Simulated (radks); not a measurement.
The indium ion In+ inside a hard spherical wall (all orbitals vanish at R), configuration held at [Kr] 4d10 5s2 and not refilled when levels cross. Method: scalar-relativistic Kohn-Sham, PBE, spin-polarised, spherical densities, point nucleus; computed with a radial shooting solver on a logarithmic mesh with Libxc functionals. Eigenvalues in eV for spin up, with the zero of energy where the potential of the charges vanishes at infinity; a dash marks a level that is unbound or too diffuse for the functional's potential to be trusted. A positive occupied level is held by the wall or, in an anion where self-interaction has pushed it up, behind a barrier. The pressure on the wall is -dE/dV.

[
 {"R (bohr)": "free", "E (hartree)": "-5881.43891", "kinetic (hartree)": "6130.374", "e(4s)": "-127.12", "e(4p)": "-85.599", "e(4d)": "-26.073", "e(5s)": "-14.925", "e(5p, empty)": "-8.431", "e(6s, empty)": "-", "pressure (GPa)": "0"},
 {"R (bohr)": "20", "E (hartree)": "-5881.43891", "kinetic (hartree)": "6130.374", "e(4s)": "-127.12", "e(4p)": "-85.599", "e(4d)": "-26.073", "e(5s)": "-14.925", "e(5p, empty)": "-8.431", "e(6s, empty)": "-", "pressure (GPa)": "< 0.0001"},
 {"R (bohr)": "15", "E (hartree)": "-5881.43891", "kinetic (hartree)": "6130.374", "e(4s)": "-127.12", "e(4p)": "-85.599", "e(4d)": "-26.073", "e(5s)": "-14.925", "e(5p, empty)": "-8.431", "e(6s, empty)": "-", "pressure (GPa)": "< 0.0001"},
 {"R (bohr)": "12", "E (hartree)": "-5881.43891", "kinetic (hartree)": "6130.374", "e(4s)": "-127.12", "e(4p)": "-85.599", "e(4d)": "-26.073", "e(5s)": "-14.925", "e(5p, empty)": "-8.431", "e(6s, empty)": "-3.557", "pressure (GPa)": "< 0.0001"},
 {"R (bohr)": "10", "E (hartree)": "-5881.43890", "kinetic (hartree)": "6130.374", "e(4s)": "-127.12", "e(4p)": "-85.598", "e(4d)": "-26.073", "e(5s)": "-14.925", "e(5p, empty)": "-8.427", "e(6s, empty)": "-3.250", "pressure (GPa)": "0.000226"},
 {"R (bohr)": "7", "E (hartree)": "-5881.43767", "kinetic (hartree)": "6130.388", "e(4s)": "-127.06", "e(4p)": "-85.539", "e(4d)": "-26.015", "e(5s)": "-14.869", "e(5p, empty)": "-8.240", "e(6s, empty)": "-0.457", "pressure (GPa)": "0.103"},
 {"R (bohr)": "6", "E (hartree)": "-5881.43207", "kinetic (hartree)": "6130.437", "e(4s)": "-126.89", "e(4p)": "-85.361", "e(4d)": "-25.844", "e(5s)": "-14.681", "e(5p, empty)": "-7.799", "e(6s, empty)": "2.936", "pressure (GPa)": "0.746"},
 {"R (bohr)": "5", "E (hartree)": "-5881.40323", "kinetic (hartree)": "6130.634", "e(4s)": "-126.30", "e(4p)": "-84.774", "e(4d)": "-25.283", "e(5s)": "-13.955", "e(5p, empty)": "-6.430", "e(6s, empty)": "10.493", "pressure (GPa)": "5.45"},
 {"R (bohr)": "3", "E (hartree)": "-5880.35666", "kinetic (hartree)": "6135.545", "e(4s)": "-117.98", "e(4p)": "-76.690", "e(4d)": "-17.476", "e(5s)": "0.996", "e(5p, empty)": "14.396", "e(6s, empty)": "83.266", "pressure (GPa)": "537"},
 {"R (bohr)": "2", "E (hartree)": "-5871.91586", "kinetic (hartree)": "6169.315", "e(4s)": "-88.674", "e(4p)": "-47.747", "e(4d)": "14.257", "e(5s)": "77.344", "e(5p, empty)": "103.81", "e(6s, empty)": "306.10", "pressure (GPa)": "14100"},
 {"R (bohr)": "1.5", "E (hartree)": "-5843.15586", "kinetic (hartree)": "6269.177", "e(4s)": "-31.007", "e(4p)": "13.718", "e(4d)": "85.211", "e(5s)": "262.61", "e(5p, empty)": "301.40", "e(6s, empty)": "719.26", "pressure (GPa)": "122000"}
]
